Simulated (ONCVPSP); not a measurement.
Pseudopotential generation for Ce (Z = 58): ONCV, LDA (Perdew-Zunger), fully relativistic.

ONCVPSP 4.0.1 input, shortened (lines: element, Z, core and valence counts, functional; n l f; lmax; l rc ep ncon nbas qcut; lloc lpopt rc5 dvloc0; l nproj debl; icmod fcfact rcfact), LDA (Perdew-Zunger), fully relativistic:

```
  Ce 58.00   10    4        3      upf
    1    0    2.00
    2    0    2.00
    2    1    6.00
    3    0    2.00
    3    1    6.00
    3    2   10.00
    4    0    2.00
    4    1    6.00
    4    2   10.00
    5    0    2.00
    4    3    1.00
    5    1    6.00
    5    2    1.00
    6    0    2.00
    3
    0    3.75    0.00    5    9    1.40
    1    1.90    0.00    4    7    4.40
    2    3.10    0.00    3    8    4.60
    3    1.70    0.00    5    9   10.30
    4    5    1.05    3.00
    0    2    2.40
    1    2    2.30
    2    2    1.30
    3    1    3.90
    3    5.75    1.10
```

Open shells are filled in proportion to 2j + 1.

All-electron outer shells of the reference configuration (LDA (Perdew-Zunger), scalar-relativistic, ld1.x):

```csv
shell,level (eV),outermost node (bohr),outermost maximum (bohr)
5s,-40.72,0.75,1.37
5p,-23.30,0.81,1.53
4f,-5.61,–,0.71
6s,-3.89,1.81,3.68
5d,-3.18,0.92,2.18
```

Calculated quality:

```json
{
  "Cutoffs needed": "47 Ha and 52 Ha (the cutoffs (Ha) at which the residual kinetic energy of the hardest occupied pseudo-wave falls to 1 and 0.1 mHa per electron)",
  "Ghost test": "ghosts flagged at negative energy: s at -216.7 eV; GHOST(+) flagged for s at 11.0 eV, p3/2 at 77.5 eV, p1/2 at 92.2 eV; a true bound ghost makes a file unfit for plane-wave use",
  "Largest excitation error": "+80 meV (all-electron minus pseudo) for 4f1 5p6 5d0 6s0, out of 4 test configurations",
  "rms error of d²Exc/dni dnj": "19.67 mHa without and 9.53 mHa with the model core"
}
```

Generation and tests took about 8.2 s on one core of a shared server CPU.
